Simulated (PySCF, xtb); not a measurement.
HfI₃, SMILES [I][Hf]([I])[I] (connectivity only; charge and spin as stated), neutral, multiplicity 2.

Harmonic wavenumbers (cm⁻¹) from GFN2-xTB (xtb) at its own minimum, in rising order: 21, 21, 25, 154, 228, 228.

What does PBE-D3(BJ)/def2-SVP (PySCF) give at its own minimum? (An estimate is asked for; the answer gives what the named calculation found.)

33, 37, 37, 156, 213, 214. Paired by order, the mean absolute difference is 12 cm⁻¹ and the zero-point energies are 1.0 and 1.0 kcal/mol.
